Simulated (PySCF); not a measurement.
ammonia borane (BH6N), SMILES [BH3-][NH3+]. Atoms are numbered in the order given.

```xyz
8

B      0.0000     0.0000    -0.9299
N      0.0000     0.0000     0.7283
H      0.0000    -1.1673    -1.2413
H      1.0110     0.5837    -1.2413
H     -1.0110     0.5837    -1.2413
H     -0.8217    -0.4744     1.0916
H      0.0000     0.9488     1.0916
H      0.8217    -0.4744     1.0916
```
Charge 0, spin multiplicity 1.

Coordinates come from a B3LYP-D3(BJ)/def2-TZVP optimisation.

Calculation: PySCF with M06-2X/def2-TZVPD.

Symmetry labels are those of the subgroup Cs that the program uses (full group C3v).

Computed valence orbital energies around the gap with their symmetry:
| orbital | symmetry | energy (eV) |
|---|---|---|
| HOMO−7 | A' | -189.55 |
| HOMO−6 | A' | -28.70 |
| HOMO−5 | A' | -16.93 |
| HOMO−4 | A" | -16.93 |
| HOMO−3 | A' | -16.11 |
| HOMO−2 | A' | -11.46 |
| HOMO−1 | A" | -9.12 |
| HOMO | A' | -9.12 |
| LUMO | A' | -0.32 |
| LUMO+1 | A' | 1.08 |
| LUMO+2 | A" | 1.43 |
| LUMO+3 | A' | 1.43 |
